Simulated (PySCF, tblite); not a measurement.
Isomers of C8H12O2. Calculated harmonic vibrations of the isolated species, GFN2-xTB (tblite), most abundant isotopes, no scaling. This tight-binding method is rough: wavenumbers can miss measured ones by several per cent, in bad cases by 10 to 20. One conformer each.

Electronic energies: PBE0/pcSseg-1 single points on the GFN2-xTB geometries (PySCF, gas phase).

```
                        SMILES  electronic energy, lowest = 0 (kcal/mol)
O=CO[C@@H]1CC[C@@H]2C[C@@H]2C1                                      17.2
                C=C(C#CC)COCOC                                      81.5
        C=C1CCC[C@H](C(=O)O)C1                                       0.0
```

Task: How do GFN2-xTB zero-point energies change the relative energies?

Result: 
```csv
SMILES,ZPE (kcal/mol),of it from modes above 1550 cm⁻¹,electronic (kcal/mol),"with ZPE, lowest = 0 (kcal/mol)",lowest mode (cm⁻¹),rings
C=C1CCC[C@H](C(=O)O)C1,116.3,57.1,0.0,0.0,17,1
O=CO[C@@H]1CC[C@@H]2C[C@@H]2C1,117.0,53.9,17.2,17.9,36,2
C=C(C#CC)COCOC,111.7,56.7,81.5,76.9,21,0
```

The zero-point energies span 5.3 kcal/mol, from `C=C(C#CC)COCOC` to `O=CO[C@@H]1CC[C@@H]2C[C@@H]2C1`. The order is unchanged.

Task: And how do the electronic energies of GFN2-xTB itself compare?

Result: `C=C1CCC[C@H](C(=O)O)C1` 0.0; `O=CO[C@@H]1CC[C@@H]2C[C@@H]2C1` 5.5; `C=C(C#CC)COCOC` 66.1 kcal/mol, lowest = 0. Against the energies above, taken from the same isomer `C=C1CCC[C@H](C(=O)O)C1`, the largest difference is 15.4 kcal/mol.
